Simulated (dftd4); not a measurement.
NSi, doublet, at a GFN2-xTB geometry; D4 for bp86 run with dftd4.

dftd4 was given this input:
```
$ dftd4 mol.xyz --func bp86 --charge 0 --json dftd4.json --noedisp --grad

# file mol.xyz
2

Si    -0.00000000    -0.00000000    -0.52212322
N      0.00000000     0.00000000     1.04424644
```

It wrote (shortened):

```
                    ____  _____ _____     ____  _  _
      -------------|  _ \|  ___|_   _|---|  _ \| || |------------
     |             | | | | |_    | | ___ | | | | || |_           |
     |             | |_| |  _|   | ||___|| |_| |__   _|          |
     |             |____/|_|     |_|     |____/   |_|            |
     |             ===================================           |
     |            E. Caldeweyher, S. Ehlert & S. Grimme          |
     |          Mulliken Center for Theoretical Chemistry        |
     |                    University of Bonn                     |
      -----------------------------------------------------------

Rational (Becke-Johnson) damping: bp86-D4-ATM
---------------------
  s6         1.0000
  s8         3.3550
  s9         1.0000
  a1         0.4365
  a2         4.9241
 alp        16.0000
--------------------

Dispersion energy:      -1.3031300485545E-03 Eh

Gradient norm:           7.8147619005194E-05 Eh/a0
--------------------------------------------------
     #    Z           dE/dx      dE/dy      dE/dz
--------------------------------------------------
     1   14 Si    0.000E+00  0.000E+00 -5.526E-05
     2    7 N     0.000E+00  0.000E+00  5.526E-05
--------------------------------------------------

Virial:
--------------------------------------------------
      component           x          y          z
--------------------------------------------------
          x       0.000E+00  0.000E+00  0.000E+00
          y       0.000E+00  0.000E+00  0.000E+00
          z       0.000E+00  0.000E+00  1.636E-04
--------------------------------------------------

[Info] Dispersion results written to 'dftd4.txt'
[Info] JSON dump of results written to 'dftd4.json'
```
